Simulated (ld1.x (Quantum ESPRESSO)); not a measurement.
# Ti TM semilocal: all-electron and pseudo phase curves

* Element: Ti
* Generator: ld1.x (Quantum ESPRESSO) 7.5
* Type: norm-conserving Troullier–Martins (semilocal form)
* Functional: LDA (PZ)
* Relativity: scalar-relativistic
* Frozen core: [Ne]
* Valence charge: 12
* Reference configuration: 3s2 3p6 3d2 4s0 4p0 (charge +2)
* Partial waves: 3s (bound): rc 1.10 bohr; 3d (bound): rc 2.25 bohr; 3p (bound): rc 1.55 bohr
* Local potential: the p channel
* Core correction: none

The phase is arctan(r·u′/u) with u = r·R(r), unwrapped; energies in Ry, scanned from -8 to 5 Ry. A pole is an energy at which the radial function vanishes at the test radius. The pseudo phase is shifted by a multiple of π to meet the all-electron one at the reference energy, and phase errors are pseudo minus all-electron; the curves can meet again beyond the range given. Levels narrower than the energy grid can be missing from the lists of poles.

**Question.** For each channel, where are the poles, and over which energies does the pseudopotential scatter like the atom?

**Answer.**

```tsv
channel	radius (bohr)	reference energy (Ry)	poles, all-electron	poles, pseudo	unbroken range about the reference energy with phases within 0.05 rad	phase error 1 Ry above the reference energy (rad)
s	2.44	-5.75	-5.70, 2.02	-5.70, 1.88	below -1.1	-0.000
p	2.44	-4.03	-3.92, 2.99	-3.92, 2.86	below -0.3	-0.000
d	2.44	-1.46	-1.12, 4.33	-1.10	below -0.3	+0.040
```

Phases in the d channel:

```json
{"E (Ry)": "-8.00", "all-electron": "1.414", "pseudo": "1.415"}
{"E (Ry)": "-7.76", "all-electron": "1.412", "pseudo": "1.413"}
{"E (Ry)": "-7.52", "all-electron": "1.409", "pseudo": "1.409"}
{"E (Ry)": "-7.28", "all-electron": "1.405", "pseudo": "1.407"}
{"E (Ry)": "-7.04", "all-electron": "1.402", "pseudo": "1.403"}
{"E (Ry)": "-6.80", "all-electron": "1.399", "pseudo": "1.400"}
{"E (Ry)": "-6.56", "all-electron": "1.395", "pseudo": "1.396"}
{"E (Ry)": "-6.32", "all-electron": "1.391", "pseudo": "1.392"}
{"E (Ry)": "-6.08", "all-electron": "1.386", "pseudo": "1.388"}
{"E (Ry)": "-5.84", "all-electron": "1.381", "pseudo": "1.383"}
{"E (Ry)": "-5.60", "all-electron": "1.376", "pseudo": "1.378"}
{"E (Ry)": "-5.36", "all-electron": "1.371", "pseudo": "1.373"}
{"E (Ry)": "-5.12", "all-electron": "1.365", "pseudo": "1.367"}
{"E (Ry)": "-4.88", "all-electron": "1.358", "pseudo": "1.361"}
{"E (Ry)": "-4.64", "all-electron": "1.350", "pseudo": "1.353"}
{"E (Ry)": "-4.40", "all-electron": "1.342", "pseudo": "1.345"}
{"E (Ry)": "-4.16", "all-electron": "1.332", "pseudo": "1.336"}
{"E (Ry)": "-3.92", "all-electron": "1.321", "pseudo": "1.326"}
{"E (Ry)": "-3.68", "all-electron": "1.309", "pseudo": "1.314"}
{"E (Ry)": "-3.44", "all-electron": "1.293", "pseudo": "1.299"}
{"E (Ry)": "-3.20", "all-electron": "1.275", "pseudo": "1.282"}
{"E (Ry)": "-2.96", "all-electron": "1.251", "pseudo": "1.259"}
{"E (Ry)": "-2.72", "all-electron": "1.220", "pseudo": "1.229"}
{"E (Ry)": "-2.48", "all-electron": "1.174", "pseudo": "1.186"}
{"E (Ry)": "-2.24", "all-electron": "1.101", "pseudo": "1.116"}
{"E (Ry)": "-2.00", "all-electron": "0.955", "pseudo": "0.976"}
{"E (Ry)": "-1.76", "all-electron": "0.520", "pseudo": "0.550"}
{"E (Ry)": "-1.52", "all-electron": "-0.813", "pseudo": "-0.811"}
{"E (Ry)": "-1.28", "all-electron": "-1.430", "pseudo": "-1.424"}
{"E (Ry)": "-1.04", "all-electron": "-1.620", "pseudo": "-1.605"}
{"E (Ry)": "-0.80", "all-electron": "-1.719", "pseudo": "-1.695"}
{"E (Ry)": "-0.56", "all-electron": "-1.791", "pseudo": "-1.756"}
{"E (Ry)": "-0.32", "all-electron": "-1.856", "pseudo": "-1.806"}
{"E (Ry)": "-0.08", "all-electron": "-1.926", "pseudo": "-1.855"}
{"E (Ry)": "0.16", "all-electron": "-2.010", "pseudo": "-1.905"}
{"E (Ry)": "0.40", "all-electron": "-2.124", "pseudo": "-1.964"}
{"E (Ry)": "0.64", "all-electron": "-2.295", "pseudo": "-2.036"}
{"E (Ry)": "0.88", "all-electron": "-2.570", "pseudo": "-2.131"}
{"E (Ry)": "1.12", "all-electron": "-3.006", "pseudo": "-2.264"}
{"E (Ry)": "1.36", "all-electron": "-3.525", "pseudo": "-2.459"}
{"E (Ry)": "1.60", "all-electron": "-3.924", "pseudo": "-2.750"}
{"E (Ry)": "1.84", "all-electron": "-4.169", "pseudo": "-3.146"}
{"E (Ry)": "2.08", "all-electron": "-4.320", "pseudo": "-3.559"}
{"E (Ry)": "2.32", "all-electron": "-4.419", "pseudo": "-3.881"}
{"E (Ry)": "2.56", "all-electron": "-4.489", "pseudo": "-4.098"}
{"E (Ry)": "2.80", "all-electron": "-4.541", "pseudo": "-4.243"}
{"E (Ry)": "3.04", "all-electron": "-4.581", "pseudo": "-4.343"}
{"E (Ry)": "3.28", "all-electron": "-4.614", "pseudo": "-4.416"}
{"E (Ry)": "3.52", "all-electron": "-4.642", "pseudo": "-4.471"}
{"E (Ry)": "3.76", "all-electron": "-4.665", "pseudo": "-4.514"}
{"E (Ry)": "4.00", "all-electron": "-4.686", "pseudo": "-4.548"}
{"E (Ry)": "4.24", "all-electron": "-4.706", "pseudo": "-4.577"}
{"E (Ry)": "4.48", "all-electron": "-4.724", "pseudo": "-4.601"}
{"E (Ry)": "4.72", "all-electron": "-4.741", "pseudo": "-4.622"}
{"E (Ry)": "4.96", "all-electron": "-4.757", "pseudo": "-4.641"}
```
